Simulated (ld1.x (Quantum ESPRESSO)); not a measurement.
## Transferability test, TM potential for bromine

bromine (Br), norm-conserving Troullier–Martins (Kleinman–Bylander form), made with ld1.x (Quantum ESPRESSO) 7.5 (PW91, scalar-relativistic). Core [Ar], reference 3d10 4s1 4p6. Waves: 4s (bound): rc 1.55 bohr; 4p (bound): rc 1.80 bohr; 3d (bound): rc 0.70 bohr. Local part: all-electron potential smoothed inside 1.25 bohr (lloc = -2). Core correction: a·sin(br)/r model core, default radius (core density twice the valence density).

Energies are relative to the spin-unpolarised reference configuration 3d10 4s1 4p6; without spin polarisation the order of configurations can differ from experiment.

(1) Give the all-electron excitation energy and the error of the potential for: 3d10 4s2 4p5; 3d10 4s2 4p4; 3d10 4s2 4p3; 3d10 4s2 4p1; 3d10 4s2 4p5.3; 3d9 4s2 4p5; 3d10 4s2 4p2.

Levels in the configuration 3d10 4s2 4p1:

| level | all-electron (eV) | pseudo (eV) |
| --- | --- | --- |
| 3d | -120.713 | -119.791 |
| 4s | -67.467 | -67.386 |
| 4p | -52.422 | -52.372 |

Answers

(1)

```
valence configuration  charge  ΔE all-electron (eV)  error AE − PS (meV)
         3d10 4s2 4p5       0               -12.395                 +0.5
         3d10 4s2 4p4      +1                 0.216                 -3.6
         3d10 4s2 4p3      +2                23.048                 +1.8
         3d10 4s2 4p1      +4               103.265                  +59
       3d10 4s2 4p5.3    -0.3               -14.373                 +2.4
          3d9 4s2 4p5      +1                66.166                 -849
         3d10 4s2 4p2      +3                57.122                  +23
```
